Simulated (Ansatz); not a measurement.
`[CH3][SbH][CH3]` → `[CH2]` (triplet) + `[CH3][SbH2]` at 298.15 K and 1 bar (formal loss of a carbene).

Program: Ansatz. Geometries: PBE0-D4/def2-TZVP. ΔE: electronic, gas phase. CCSD(T)/CBS adds triple-zeta CCSD(T) − MP2 to the extrapolated MP2 energy (def2 sets, frozen cores). This one scheme is used for every species. Triplets are unrestricted, without spin–orbit coupling. def2 core potentials past Kr. For Sb outer-core shells are correlated without core-valence functions, which leaves a few kJ/mol of doubt a bond.

| species | CCSD(T)/CBS energy (Eh) | H − E (kJ/mol) | S (J/(mol·K)) |
| --- | --- | --- | --- |
| `[CH3][SbH][CH3]` | -320.32575 | 226.5 | 325.6 |
| `[CH2]` (triplet) | -39.09499 | 55.4 | 195.3 |
| `[CH3][SbH2]` | -281.05548 | 144.1 | 284.1 |

H − E and S are ideal-gas, rigid-rotor, harmonic terms from PBE0-D4/def2-TZVP, with the whole ground term of open shells counted as degenerate. 1 Eh = 2625.50 kJ/mol, R = 8.31446 J/(mol·K).

Q: By hand: ΔE, ΔH, ΔS and ΔG.

A: ΔE = (-39.09499) + (-281.05548) − (-320.32575) = 0.17528 Eh = 460.2 kJ/mol. Δ(H − E) = 55.4 + 144.1 − 226.5 = -27.0, so ΔH = 433.2 kJ/mol. ΔS = 195.3 + 284.1 − 325.6 = 153.8 J/(mol·K). ΔG = 433.2 − 298.15 × (153.8)/1000 = 387.3 kJ/mol.

Q: By hand: the equilibrium constant, and the temperature at which ΔG would vanish if ΔH and ΔS stayed fixed.

A: log₁₀ K = −ΔG/(RT ln 10) = -67.9. ΔG = 0 at ΔH/ΔS = 2817 K, far beyond where these terms or the molecules hold.

The number of gas molecules changes by +1, which sets the sign of ΔS. A doubt of 5 kJ/mol in ΔE shifts log₁₀ K by 0.9 here. A triplet takes part, so the spin changes. These are equilibria of isolated gas molecules and say nothing of rates. Largest T1 diagnostic: 0.013 (customary marks: 0.02 for closed shells, 0.045 for open ones).
